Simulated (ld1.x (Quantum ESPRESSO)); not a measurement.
**Ta, RRKJ: configuration errors across variants**

- Element: tantalum
- Generator: ld1.x (Quantum ESPRESSO) 7.5
- Type: norm-conserving RRKJ (Kleinman–Bylander form)
- Functional: PBEsol
- Relativity: scalar-relativistic
- Frozen core: [Kr] 4d10 4f14 5s2
- Valence charge: 11
- Reference configuration: 5p6 5d3 6s1.5 6p0 (charge +0.5)
- Partial waves: 5p (bound): rc 1.75 bohr; 5d (bound): rc 1.75 bohr; 6s (bound): rc 2.35 bohr
- Local potential: the s channel
- Core correction: none
- rho0: 0.02

All-electron excitation energies from the reference (eV): (1) 5p6 5d3 6s2 6p0 -3.478; (2) 5p6 5d3 6s1 6p0 5.027; (3) 5p6 5d3 6s0 6p0 20.003; (4) 5p6 5d2 6s0 6p0 43.614; (5) 5p5 5d3 6s2 6p0 41.537; (6) 5p6 5d3 6s1 6p1 0.744; (7) 5p6 5d4 6s0 6p0 6.449.

4 further variants failed, have other tests or another functional or relativity, and are left out.

Errors AE − PS in meV (a dash: test not solved or not reliable):

| change | (1) | (2) | (3) | (4) | (5) | (6) | (7) | bound ghosts |
| --- | --- | --- | --- | --- | --- | --- | --- | --- |
| base | +0.5 | -2.7 | -17 | -37 | -305 | -448 | -49 | none |
| core correction a·sin(br)/r model core inside 0.86 bohr | +0.3 | -3.1 | -27 | -80 | -368 | -449 | -57 | none |
| wave 6s (bound): rc 2.35 bohr becomes 6s (bound): rc 2.28 bohr | +0.6 | -2.5 | -15 | -37 | -289 | -439 | -46 | none |
| all radii scaled by about 0.85 (s 2.00, p 1.48, d 1.48 bohr) | +2.0 | -0.7 | -4.9 | -39 | +119 | -341 | -22 | none |
| wave 5p (bound): rc 1.75 bohr becomes 5p (bound): rc 2.00 bohr | +0.5 | -2.6 | -17 | -37 | -344 | -446 | -49 | none |
| wave 5d (bound): rc 1.75 bohr becomes 5d (bound): rc 2.02 bohr | +0.5 | -2.6 | -17 | -36 | -306 | -448 | -48 | none |
| all radii scaled by about 1.12 (s 2.62, p 1.96, d 1.96 bohr) | +0.2 | -2.9 | -19 | -34 | -374 | -462 | -55 | none |

Q: Give the same row for: wave 5d (bound): rc 1.75 bohr becomes 5d (bound): rc 2.14 bohr.

A: +0.5, -2.6, -16, -36, -308, -448, -47; bound ghosts: none.
